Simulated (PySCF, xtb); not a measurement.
BrHOSe. Atoms are numbered in the order given.

```xyz
4

Se    -0.0094    -0.6651     0.7927
Br     0.1463     1.1612    -0.6831
O     -0.4272    -2.0052    -0.3226
H     -1.3841    -1.9876    -0.4620
```

Geometry optimised at B3LYP-D3(BJ)/def2-TZVP. Other conformers were not sampled.

Computed with PySCF 2.14.0 with IEF-PCM-B3LYP/def2-SVP.

The values are the electrostatic part of the solvation free energy, E(continuum) − E(gas) at the gas-phase geometry, in a cavity of scaled van der Waals radii (PySCF's table); cavitation and dispersion terms are not included. In vacuum the orbital gap is 3.90 eV. The dipole moment in vacuum is 1.79 D.

Computed values in water (ε = 78.36), n-hexane (ε = 1.88), benzene (ε = 2.27):
| solvent | ε | ΔG(elec) (kcal/mol) | dipole (D) | gap (eV) |
|---|---|---|---|---|
| water | 78.36 | -5.0 | 2.34 | 3.95 |
| n-hexane | 1.88 | -1.7 | 1.97 | 3.92 |
| benzene | 2.27 | -2.2 | 2.02 | 3.92 |

For comparison, GFN2-xTB/ALPB(water) (xtb, at the GFN2-xTB geometry, all terms of that model) gives -3.8 kcal/mol.
